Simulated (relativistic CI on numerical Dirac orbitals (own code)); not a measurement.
# Ti²⁺ in a cubic cluster: 2p photoemission with charge transfer

Computed with a charge-transfer multiplet model of a cubic metal-ligand cluster with up to one ligand hole, Slater and spin-orbit integrals from Dirac-Coulomb-Breit ions, Slater integrals scaled by 0.8. The parameters are those of a tetrahedral site (10Dq negative, t2 hopping the larger). The ground state mixes d2 with configurations of k ligand holes L, whose averages lie at kΔ + k(k − 1)U_dd/2; a core hole lowers each added d electron by U_cd. 300 K, Lorentzian 0.6 eV and Gaussian 0.8 eV FWHM.

Atomic integrals in eV (Slater integrals scaled, ζ unscaled), ground: F2dd 6.578, F4dd 4.090, zeta_d 0.013; with the core hole: F2dd 8.213, F4dd 5.154, zeta_d 0.027, zeta_core 3.743, F2cd 4.498, G1cd 3.275, G3cd 1.857.

Cluster parameters (eV): U_dd = 5.3, U_cd = 6.7, 10Dq = -0.35, 10Dq(ligand) = 0, V(eg) = 1.27, V(t2g) = -2.17, final-state hopping factor = 0.8.

| Case | n_d | d2 | d3L | S |
| --- | --- | --- | --- | --- |
| Δ = 6.5 eV | 2.25 | 0.75 | 0.25 | 1.00 |
| Δ = 7.5 eV | 2.22 | 0.78 | 0.22 | 1.00 |
| Δ = 8.5 eV | 2.20 | 0.80 | 0.20 | 1.00 |
| Δ = 9.5 eV | 2.18 | 0.82 | 0.18 | 1.00 |
| Δ = 10.5 eV | 2.16 | 0.84 | 0.16 | 1.00 |

Weights, n_d and S are thermal averages at 300 K. Binding energies count from the first peak over 30 % of the highest in each spectrum, which can be another peak from case to case. The parameters are a model scan and need not match a compound or its usual spin state. Peaks in eV (height, largest 100):
- Δ = 6.5 eV: 0.0 (100), 3.4 (13), 6.1 (48), 8.8 (14)
- Δ = 7.5 eV: 0.0 (100), 3.4 (13), 6.1 (51), 8.7 (13)
- Δ = 8.5 eV: 0.0 (100), 3.4 (12), 6.0 (52), 8.6 (12)
- Δ = 9.5 eV: 0.0 (100), 3.4 (12), 6.0 (52), 8.6 (11)
- Δ = 10.5 eV: 0.0 (100), 3.5 (12), 6.1 (52), 8.7 (10)

Curve for Δ = 8.5 eV (points under 2 left out, the grid thinned):

```tsv
E (eV)	Intensity
-3.3	2.1
-2.9	2.7
-2.6	3.3
-2.2	4.8
-1.9	6.6
-1.5	11.9
-1.1	26.7
-0.8	50.1
-0.4	87.2
-0.1	99.7
0.3	93.0
0.7	69.6
1.0	47.7
1.4	26.1
1.7	18.1
2.1	13.9
2.4	12.5
2.8	11.5
3.2	11.9
3.5	12.1
3.9	10.9
4.2	10.0
4.6	11.5
5.0	18.2
5.3	27.5
5.7	44.3
6.0	51.9
6.4	43.8
6.8	27.5
7.1	19.4
7.5	14.0
7.8	12.1
8.2	11.5
8.5	11.9
8.9	11.4
9.3	9.4
9.6	7.7
10.0	5.7
10.3	4.5
10.7	3.3
11.1	2.7
11.4	2.4
11.8	2.0
15.5	2.3
15.9	2.0
```

For the case Δ = 7.5 eV, Δ = 7.5 eV is larger than U_dd = 5.3 eV, the Mott-Hubbard side of the Zaanen-Sawatzky-Allen scheme. With the core hole the configuration with one ligand hole lies at Δ − U_cd = -0.2, 0.8, 1.8, 2.8, 3.8 eV from the one without, in the order of the table; where this is negative the screened configuration lies lower, though the effective hopping of about 4.4 eV (from the holes of the mixed ground state) mixes the two strongly wherever it is as large as the gap.

With at most 1 ligand hole the space is cut while the next configuration still counts, so covalency is underestimated, and a final configuration with one more ligand hole, which can lie low, is missing from the spectra.
